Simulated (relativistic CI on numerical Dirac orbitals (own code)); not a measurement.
**Ir¹²⁺: sensitivity of the levels to the model**

Base calculation: Dirac-Coulomb-Breit CI, separate exchange-only KLI orbitals for each configuration, model QED (radiative potential, 1s self-energy scaled to tabulated hydrogen-like ionisation energies), unscaled Slater integrals.

CI space (outside the closed core [Kr] 4d10): 4f14.5s2.5p3, 4f13.5s2.5p4, 4f14.5s.5p4, 4f14.5s2.5p2.5d, 4f14.5s.5p3.5d, 4f14.5s2.5p2.5f, 4f13.5s2.5p3.5d, 4f14.5s2.5p2.5g, 4f14.5s2.5p2.6s, 4f14.5s.5p3.5f, 4f14.5p4.5d, 4f14.5s2.5p2.6p, 4f13.5s2.5p3.6s, 4f14.5s.5p3.5g, 4f14.5s.5p2.5d2, 4f14.5s2.5p.5d.6p, 4f14.5s2.5p.5d.5f, 4f14.5s2.5p2.6d, 4f13.5s2.5p3.6p, 4f14.5p4.6s, 4f14.5p5, 4f13.5p6, 4f13.5p5.5d, 4f14.5s2.5p.5d2, 4f14.5s2.5d3, 4f14.5s.5p.5d3, 4f14.5s2.5d2.5f, 4f13.5s2.5p.5d3, 4f14.5p3.5d2, 4f13.5p4.5d2, 4f14.5p2.5d3, 4f14.5p2.5d2.5f, 4f13.5p3.5d3. Double excitations out of closed p, d and f shells are left out; levels of such configurations are missing from the list, as are those of other unlisted configurations, and high levels can miss mixing partners. Some configurations lack a partner that the ground configuration has and come out too high, among them 4f13.5s2.5p3.6s, 4f13.5s2.5p3.6p, 4f14.5s2.5p2.5g, 4f14.5s2.5p2.6s, 4f14.5s.5p3.5f.

The lowest level and the first level of each name with at least 55 % of one term (blank where a level has no safe partner in the second run):

```tsv
Level	Base (cm⁻¹)	Shift (cm⁻¹)
4f14.5s2.5p3 2P°_3/2	0	0
4f14.5s2.5p3 2D°_5/2	133821	-122
4f14.5s2.5p3 2P°_1/2	158589	-109
4f13.5s2.5p4 4G°_11/2	260922	-551
4f13.5s2.5p4 2D°_3/2	264195	-546
4f13.5s2.5p4 4D°_3/2	288103	-645
4f13.5s2.5p4 4D°_1/2	288447	-647
4f14.5s.5p4 4P_5/2	395427	+1717
4f13.5s2.5p4 2H°_11/2	422022	-671
4f13.5s2.5p4 4F°_3/2	427468	-771
4f13.5s2.5p4 2P°_3/2	435440	-666
4f13.5s2.5p4 2H°_9/2	446403	-765
4f13.5s2.5p4 2P°_1/2	460151	-763
4f14.5s2.5p2.5d 4D_1/2	552948	+437
4f14.5s2.5p2.5d 2P_1/2	669640	+479
```

At this charge transitions that keep the count of f electrons are usually good to a few per cent. Levels and lines within the n = 5 or 6 shells can be off by up to 10 % or somewhat more, and those that change n by about 2 %, since core polarisation is missing. Levels that differ in their count of f electrons can be misplaced by several ten thousand cm⁻¹, since the correlation energy of f electrons is missing or only estimated; rates across such gaps can be off by orders of magnitude.

Q: One thing was changed in a second run, which moved the levels as shown. Which?
A. QED terms removed
B. configuration mixing switched off
C. valence Slater integrals scaled by 0.9
D. Breit term removed

A: A. QED terms removed. QED shifts follow the density of s (and p1/2) electrons at the nucleus, so configurations move by their count of such electrons; where none moves, the smaller shifts of p3/2 electrons and of j = l + 1/2 against j = l − 1/2 set the pattern.

LS names give the leading component of a level, which can be under half, so a name can repeat, a term be missing and a line seem to break the LS rules.
